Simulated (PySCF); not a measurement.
Run record: geometry optimisation, cis-PtCl2(PF3)2 (`F[P](F)(F)->[Pt]([Cl])([Cl])<-[P](F)(F)F`).

Method: PBE0-D3(BJ)/def2-SVP geometry optimisation, gas phase, def2 core potentials past Kr (PySCF 2.14.0). Start geometry: GFN2-xTB. The input is one job of a driver script: a line of settings, then coordinates in Å.

Input:
```
{"job": {"xc": "PBE0", "basis": "def2-SVP", "d3": "d3bj", "grid": 1, "maxiter": 30, "shake": 0.03, "kind": "geom"}, "charge": 0, "multiplicity": 1}
Pt     0.676050     0.415320     0.131500
Cl     2.829380     0.029090     0.078790
Cl     0.549900     2.710250     0.571410
P     -1.402230     1.290570     0.170550
F     -2.802790     0.364690    -0.130050
F     -1.970630     2.428100    -0.811180
F     -2.066750     1.899220     1.492560
P      1.023550    -1.685640    -0.302450
F     -0.198510    -2.756610    -0.440080
F      1.715840    -2.597190     0.796730
F      1.744260    -2.183290    -1.526900
```

Output:
```
step   0  E = -2319.67706585  max force = 0.103532
step   1  E = -2319.70126539  max force = 0.079421
step   2  E = -2319.72003138  max force = 0.014862
step   3  E = -2319.72460011  max force = 0.007881
step   4  E = -2319.72619167  max force = 0.008821
step   5  E = -2319.72744461  max force = 0.005801
step   6  E = -2319.72817493  max force = 0.003038
step   7  E = -2319.72854827  max force = 0.001731
step   8  E = -2319.72857490  max force = 0.000670
step   9  E = -2319.72858019  max force = 0.000264
optimisation converged
```

Energies in Eh; «max force» is the largest Cartesian gradient component in Eh/bohr.

Question: How much energy does the optimisation release, in kcal/mol?

Answer: E(step 0) − E(last step) = 0.051514 Eh, which is 32.3 kcal/mol.

Question: Give the first gradient maximum in eV/Å.

Answer: With 1 Eh/bohr = 51.422 eV/Å, 5.324 eV/Å.

Summary of the converged run: final energy -2319.72858 Eh after 9 steps; dipole 4.73 D.

Hardware: an Arm Neoverse V2 with one thread (shared host). Cost: 4.3 min of wall time, 1.1 GiB resident at most.
Labels such as C1 count atoms from 1, the log's own numbers from 0.
